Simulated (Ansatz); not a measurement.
Two structures of BH3ClO2F, closed shell, reached by relaxing down either side of one saddle point (PBE0-D4/def2-TZVP). Energies are electronic, without zero-point energy. Program: Ansatz 0.2.0. Basis: def2-TZVPP and def2-QZVPP. Cores are frozen in the correlated methods. Extrapolation: Hartree–Fock as exp(−7.88 √X), correlation as X^−2.97. First:

```
atom    x (Å)    y (Å)    z (Å)
  B1  -0.0407  -0.5324  -0.7227
  F2   0.7940   0.1412   0.1061
  O3  -0.5205   0.0688  -1.8298
  O4  -0.3880  -1.8042  -0.4412
  H5   0.4403   1.3137   1.7445
 Cl6  -0.0726   1.9801   2.7139
  H7  -0.2162   0.9720  -1.9387
  H8   0.0037  -2.1391   0.3679
```

Second:

```tsv
atom	x (Å)	y (Å)	z (Å)
B1	-0.7042	-0.2938	-0.3291
F2	2.5501	0.7528	0.7689
O3	-0.8242	0.2420	-1.5541
O4	-0.6914	-1.6276	-0.1768
H5	1.6622	0.8673	1.0127
Cl6	-0.5808	0.7825	1.1202
H7	-0.8167	1.2008	-1.5718
H8	-0.5949	-1.9239	0.7301
```

Q: Which bonds change from the first to the second?

A: BH₂O₂F ([OH][B]([OH])[F]) + HCl → BH₂ClO₂ ([OH][B]([OH])[Cl]) + HF; bonds formed: B1–Cl6, F2–H5; bonds broken: B1–F2, H5–Cl6.

Q: Give the saddle point's structure and its height above each. (To be estimated.)

A: The calculation gives: 156.3 kJ/mol above the first and 107.1 kJ/mol above the second (CCSD(T) at an estimated basis limit (MP2 extrapolated from triple and quadruple zeta, plus CCSD(T) − MP2 in triple zeta)).
| atom | x (Å) | y (Å) | z (Å) |
| --- | --- | --- | --- |
| B1 | -0.1641 | -0.2257 | -0.2904 |
| F2 | 1.3691 | 0.1851 | 0.1150 |
| O3 | -0.5506 | 0.3615 | -1.4375 |
| O4 | -0.4138 | -1.5253 | -0.0481 |
| H5 | 0.8805 | 0.7415 | 0.9207 |
| Cl6 | -0.6199 | 1.0091 | 1.4328 |
| H7 | -0.3615 | 1.2982 | -1.5052 |
| H8 | -0.1397 | -1.8441 | 0.8127 |

T1 diagnostic: at most 0.012.

Labels in which every atom is bracketed show which atoms are joined, not bond orders.

For scale, one of the runs: CCSD(T)/def2-TZVPP, 208 basis functions (an equivalent command: `ansatz run in.yaml --threads 4`). The run took 64 s on 4 CPU threads (shared host), with 3 GiB of host memory at its peak.
